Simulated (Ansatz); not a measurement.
CH4F2SSn can be A, `C[S][SnH]([F])[F]`, or B, `F[CH](F)[SnH2][SH]`.

Isolated molecules relaxed with PBE0-D4/def2-TZVP in Ansatz; ΔE leaves out vibrations. CCSD(T)/CBS is the MP2 limit (def2-TZVPP, def2-QZVPP) plus CCSD(T) − MP2 in def2-TZVPP, frozen cores. Functionals use def2-TZVPP. B3LYP here is the variant with VWN-RPA as its local correlation; programs differ in this. def2 core potentials past Kr. For Sn outer-core shells are correlated without core-valence functions, which leaves a few kJ/mol of doubt a bond. One conformer a species, not always the lowest.

Task: Which isomer does CCSD(T)/CBS put lower? Give the gap. (Best estimate.)

Result: Ansatz gave: A, by 265.1 kJ/mol.

Task: Give E(B) − E(A) in kJ/mol with B3LYP, PBE0-D4, r2SCAN-D4, CCSD/def2-TZVPP, B2PLYP, PBE-D4, HF/def2-TZVPP. (Estimate.)

Result: Ansatz gave: B3LYP 248.9, PBE0-D4 241.8, r2SCAN-D4 253.0, CCSD/def2-TZVPP 243.4, B2PLYP 256.9, PBE-D4 242.2, HF/def2-TZVPP 250.5. None reverses the order clearly.

Largest T1 diagnostic: 0.014.
